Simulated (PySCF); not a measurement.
SeCl3, SMILES Cl[Se+](Cl)Cl, charge +1. Geometry optimised at PBE0-D3(BJ)/def2-SVP. The spin state was assumed, not searched. The isomer is the one that the SMILES or the coordinates give; other isomers of the formula were not compared.

Computed equilibrium geometry at PBE0-D3(BJ)/def2-SVP (PySCF confirms it by a frequency run) as Cartesian coordinates in Å, and its point group:
point group C3v.
```xyz
4

Se     0.0000     0.0000     0.5627
Cl     1.6454    -0.9500    -0.3752
Cl    -1.6454    -0.9500    -0.3752
Cl     0.0000     1.9000    -0.3752
```
Charge +1, spin multiplicity 1.
